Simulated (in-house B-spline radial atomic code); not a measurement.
Configurations of F3+, with energies counted from [He] 2s2 2p2. Computed with a radial B-spline atomic code at the basis-set limit: scalar-relativistic (X2C) PBE, spin-polarised, spherical fractional occupations, Fermi nucleus of rms radius 2.8976 fm. Shells without spins written out take the highest spin.

```
                                          configuration  E - E(ref) (eV)  highest orbital  its <r> (bohr)
                 [He] 2s(1 up, 0 down) 2p(2 up, 1 down)           18.468          2p down          0.8462
             [He] 2s2 2p(1 up, 0 down) 3s(1 up, 0 down)           51.924            3s up            2.33
                                       [He] 2s2 2p1 3d1           61.503            3d up           2.347
                                       [He] 2s1 2p2 3s1           61.551            3s up           2.323
[He] 2s(0 up, 1 down) 2p(1 up, 1 down) 3p(1 up, 0 down)           74.312            3p up           2.456
```

**Question.** Order these further configurations by energy, lowest first.
A. [He] 2s1 2p2 3p1
B. [He] 2s2 2p1 3p1
C. [He] 2s(0 up, 1 down) 2p(2 up, 0 down) 3s(0 up, 1 down)
D. [He] 2s1 2p3
E. [He] 2s1 2p2 3d1

**Answer.** D (9.0672 eV), B (56.352 eV), A (66.021 eV), C (69.749 eV), E (71.048 eV).

**Question.** How far above the reference does [He] 2s2 2p(1 up, 1 down) lie?

**Answer.** 2.923 eV; its least bound orbital is 2p up with <r> = 0.8284 bohr.
